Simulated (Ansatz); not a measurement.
Calculated with Ansatz (gas phase, PBE0-D4/def2-TZVP geometries, no zero-point term in ΔE). CBS: MP2 limit from def2 TZ/QZ plus the TZ coupled-cluster correction, frozen cores. This one scheme is used for every species. DFT in def2-TZVPP. HSE06 is defined as in plane-wave codes. For Br outer-core shells are correlated without core-valence functions, which leaves a few kJ/mol of doubt a bond. Scalar relativity is left out up to krypton. One conformer a species, not always the lowest.

Reaction (formal exchange of groups at the Si–F bond): `O[Si](F)(Cl)Br` + SiH₄ → `O[Si]([SiH3])(Cl)Br` + H–F

Is it downhill or uphill in electronic energy at CCSD(T)/CBS, and by how much? (An estimate is asked.)

Computed: Uphill: ΔE = +1.44 eV.

What do these levels give: PBE-D4, r2SCAN0-D4, HSE06-D4, B2PLYP, BHLYP, MP2/CBS(def2)? (Estimate.)

Computed: PBE-D4 1.22, r2SCAN0-D4 1.49, HSE06-D4 1.29, B2PLYP 1.55, BHLYP 1.65, MP2/CBS(def2) 1.45 eV.

Largest T1 diagnostic among the species: 0.011.

Leaving LDA and LC-ωPBE aside and taking each functional with its dispersion term where it has one, the values, not all of them listed here, spread over 0.35 eV, from revPBE-D4 to B97M-V. At CCSD(T), def2-SVP lies +0.04 eV from the extrapolated value and def2-TZVPP +0.05 eV. From PBE to PBE0 (25 % exact exchange), in def2-TZVPP and without D4, ΔE moves by +0.07 eV.
